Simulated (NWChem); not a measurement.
Correlation energy of HIn

```xyz
2

In     0.0000     0.0000     0.0373
H      0.0000     0.0000    -1.8257
```
Charge 0, spin multiplicity 1.

Program: NWChem. The geometry was optimised at PBE0/def2-SVP with def2 effective core potentials on In, a minimum by its harmonic frequencies.

Basis set: def2-TZVP. Each correlation energy counts from its own Hartree-Fock reference.

Effective core potentials replace the inner electrons of In; spin-orbit coupling is left out. The correlated methods keep 4 core orbitals frozen. The structure started from a generated list of species. No row is a measurement; the coupled-cluster row has its own basis-set and correlation limits.

```tsv
method	correlation energy (mHa)
MP2	-270.2
SCS-MP2	[?]
CR-CCSD[T]	[?]
CR-CCSD(T)	-279.6
CCSD	-273.8
CCSD+T(CCSD)	[?]
CCSD(T)	[?]
```

### Question
Complete the blanks.

### Answer

- SCS-MP2, correlation energy (mHa): -248.5
- CR-CCSD[T], correlation energy (mHa): -280.3
- CCSD+T(CCSD), correlation energy (mHa): -281.6
- CCSD(T), correlation energy (mHa): -280.8
